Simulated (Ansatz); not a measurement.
A single point on C₂H₅AlOS₂.

```yaml
crystal:
  periodic: [false, false, false]
  atoms:
    - {symbol: C, position_ang: [0.438024, -1.991739, -0.456187]}
    - {symbol: Al, position_ang: [0.868049, -0.096139, -0.532881]}
    - {symbol: O, position_ang: [0.121970, 0.861874, 0.931951]}
    - {symbol: C, position_ang: [-0.754447, 1.507705, 0.285071]}
    - {symbol: S, position_ang: [-0.885681, 1.265740, -1.391354]}
    - {symbol: S, position_ang: [-1.808139, 2.627120, 1.090274]}
    - {symbol: H, position_ang: [-0.596480, -2.166905, -0.149485]}
    - {symbol: H, position_ang: [1.090330, -2.515405, 0.250069]}
    - {symbol: H, position_ang: [0.578076, -2.466616, -1.432335]}
    - {symbol: H, position_ang: [2.292752, 0.498775, -0.883867]}
    - {symbol: H, position_ang: [-1.279054, 2.418492, 2.309443]}
basis:
  gaussian: {orbitals: def2-TZVPP}
hamiltonian: {xc: pbe}
correlation: {method: rpa}
```

```sh
$ ansatz run in.yaml --threads 4 --pin off --events-out ev --progress --plain
```

Shortened log:

```
Functional definition: PBE
1702 factors; integrals over basis functions are off by at most 1.1e-3 eV
mean field evaluation 1: about -32440.1924 eV, gradient 8.9e1 eV
mean field evaluation 2: about -32440.1788 eV, gradient 8.9e1 eV
mean field evaluation 4: about -32448.3032 eV, gradient 6.0e1 eV
mean field evaluation 8: about -32457.0832 eV, gradient 9.4e-1 eV
mean field evaluation 16: about -32457.0847 eV, gradient 6.4e-3 eV
mean field -32457.08467540 eV, -1192.7758616188 hartree, gradient 1.8e-6 eV, S^2 0.000000; 0 other end points of the search recorded, 0 dependent functions left out
18 core orbitals not correlated: weight in the atoms' cores, before any rotation towards them, 1.000 or more for the frozen orbitals, at most 0.000 for the correlated occupied ones
reference -32397.25553297 eV, -1190.5771811882 hartree; 17, 17 occupied and 254, 254 virtual orbitals, 1702 factors
Total energy: -32441.78552815 eV, -1192.2136283273 hartree
```

Run time 4.2 s (4 threads of a server CPU on a shared host); peak host memory 0.78 GiB.
